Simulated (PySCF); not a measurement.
## Working out the ionisation energy of Te⁺

Te⁺ [Kr] 4d10 5s2 5p3 (4S) → Te²⁺ [Kr] 4d10 5s2 5p2 (3P). Computed with PySCF 2.14 in x2c-QZVPPall (13s9p7d4f1g, 112 functions), with the spin-free X2C one-electron Hamiltonian (Gaussian nucleus). Frozen: [Kr] 4d10. Energies in hartree (1 hartree = 27.21139 eV):

```tsv
part	Te⁺ (lower)	Te²⁺ (upper)
UHF	-6790.660415	-6789.986291
CCSD correlation	-0.079476	-0.063326
(T)	-0.002639	-0.001461
```

**Question.** What does Hartree-Fock give?

**Answer.** (-6789.986291) − (-6790.660415) = 0.674124 hartree = 18.344 eV.

**Question.** What do CCSD and CCSD(T) give?

**Answer.** The CCSD correlation energies differ by 0.016150 hartree = 0.439 eV and the triples by 0.001178 hartree = 0.032 eV, so CCSD gives 18.783 eV and CCSD(T) 18.815 eV.

A first-order spin-orbit estimate adds -0.607 eV to CCSD(T) (valence), giving 18.208 eV against 18.6 ± 0.4 eV (measured; NIST Atomic Spectra Database, ionization energies).

What remains against the reference includes basis incompleteness, the frozen core and higher excitations.
